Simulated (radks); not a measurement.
Results of a calculation; reference values are marked as such.
Question: Radial electron density D(r) = 4 pi r^2 rho(r) of an atom or ion with 42 electrons. Level of theory: scalar-relativistic Kohn-Sham, PBE, spin-polarised, spherical densities, point nucleus (a radial shooting solver on a logarithmic mesh with Libxc functionals).

r (bohr)  D(r) (e/bohr)  spin D(r)
0.00285           5.224   0.000440
0.003292          6.621   0.000555
0.003832          8.449   0.000705
0.004425          10.57   0.000878
0.005111          13.13    0.00108
0.005902          16.16    0.00132
0.006817          19.68    0.00158
0.007936          23.93    0.00189
0.009165          28.40    0.00218
0.01058           33.18    0.00246
0.01222           38.08    0.00268
0.01423           43.08    0.00279
0.01643           47.28    0.00272
0.01898           50.57    0.00239
0.02192           52.59    0.00174
0.02531           53.11   0.000730
0.02947           52.04  -0.000709
0.03403           49.86   -0.00227
0.03931           47.28   -0.00367
0.04539           45.33   -0.00429
0.05242           45.09   -0.00313
0.06103           47.49    0.00168
0.07048           52.21     0.0118
0.0814            58.20     0.0299
0.09401           63.45     0.0594
0.1086            65.72      0.104
0.1264            63.33      0.170
0.146             56.90      0.254
0.1686            48.85      0.353
0.1947            42.65      0.457
0.2248            40.93      0.545
0.2617            43.99      0.585
0.3023            48.43      0.544
0.3491            50.06      0.414
0.4032            46.18      0.225
0.4656            37.22     0.0492
0.5421            25.85    -0.0106
0.626             17.17      0.145
0.723             12.52      0.543
0.8349            11.34       1.14
0.9643            11.56       1.82
1.123             11.25       2.42
1.296             9.732       2.75
1.497             7.479       2.80
1.729             5.251       2.60
2.013             3.443       2.23
2.325             2.307       1.82
2.685             1.574       1.41
3.101             1.073       1.03
3.581            0.7026      0.693
4.169            0.4131      0.412
4.814            0.2249      0.225
5.56             0.1088      0.109
6.421           0.04583     0.0458
7.416           0.01631     0.0163
8.633          0.004375    0.00437
9.97          0.0009814   0.000981
11.51         0.0001681   0.000168

What is the nuclear charge?

Answer: Z = 42. The innermost maximum, from 1s, lies near gamma/Z bohr with gamma = sqrt(1 - (Z/c)^2) = 0.952, here 0.0227 bohr (found: 0.0247), and its height grows with Z. The density is that of neutral molybdenum in [Kr] 4d5 5s1; the configuration itself is not fixed sharply by these data, and Z only to a few units. D(r) has 4 maxima, at r = 0.0247, 0.109, 0.341, 1.00 bohr, and minima at 0.0496, 0.220, 0.842 bohr, inside which lie 2.03, 11.09, 29.26 electrons.
